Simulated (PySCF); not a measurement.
Simulated 1H ENDOR lines of a doublet radical (isotropic, first order, 332.7 mT).

Class means under 0.5 MHz are left out. Line positions in MHz: 1.06, 4.53, 12.88, 14.07, 15.45, 23.80, 29.39, 39.80, 42.41, 68.13.

Problem. What is the proton Larmor frequency at this field?

Solution. νH = 5.58569 × 7.62259 MHz/T × 0.3327 T = 14.17 MHz.

Problem. Which couplings do the lines give?

Solution. For S = 1/2 in fast tumbling each set of equivalent nuclei gives two lines, ν± = |νn ± a/2| to first order, with νn = g_N μN B/h and μN/h = 7.62259 MHz/T. A pair with |a| < 2νn is centred on νn and split by |a|; one with |a| > 2νn is centred on |a|/2 and split by 2νn.

| lower line | upper line | centred on | \|a\| (MHz) |
| --- | --- | --- | --- |
| 39.80 | 68.13 | \|a\|/2 | 107.93 |
| 14.07 | 42.41 | \|a\|/2 | 56.48 |
| 1.06 | 29.39 | \|a\|/2 | 30.45 |
| 4.53 | 23.80 | νn | 19.26 |
| 12.88 | 15.45 | νn | 2.57 |

Compound: C6H8FSi (doublet state).
SMILES with atom numbers: `[CH3:1][C:2]#[C:3][Si@@H:4]1[CH:5][C@H:6]([F:7])[CH2:8]1` (hydrogens: H9, H10, H11 on C1; H12 on Si4; H13 on C5; H14 on C6; H15, H16 on C8)

Problem. This is the radical. Which protons give which coupling, and how does each split the EPR lines?

Solution. 107.9 MHz (computed sign +): H14, β, 2 bonds from C5, a 1:1 doublet of 3.851 mT; 56.5 MHz (computed sign −): H13, α, 1 bond from C5, a 1:1 doublet of 2.015 mT; 30.4 MHz (computed sign +): H12, β, 2 bonds from C5, a 1:1 doublet of 1.086 mT; 19.3 MHz (computed sign +): H16, γ, 3 bonds from C5, a 1:1 doublet of 0.687 mT; 2.6 MHz (computed sign −): H15, γ, 3 bonds from C5, a 1:1 doublet of 0.092 mT. To first order the positions of ENDOR lines don't depend on how many nuclei share a coupling.

Method used: UKS B3LYP, pcH-1 on C F H Si, non-relativistic, mean-field spin-orbit, GIAO in PySCF. Isolated species at its GFN2-xTB geometry (one conformer only). The geometry wasn't refined by DFT: couplings that depend on bond lengths, twists or pyramidal angles can differ widely from those at the functional's own minimum. The SCF solution wasn't tested for stability.

The largest Mulliken spin population is on C5 (+0.98). The angles at C5 add up to 355.0°, so it is nearly planar; its axial dipolar tensor and the negative coupling of its proton fit spin in a p orbital normal to that plane.

On one thread, Intel Xeon Platinum 8488C (x86_64), no GPU (shared host), this took 90 s wall (grids of density and orbitals included) and 0.97 GiB of memory at its peak.
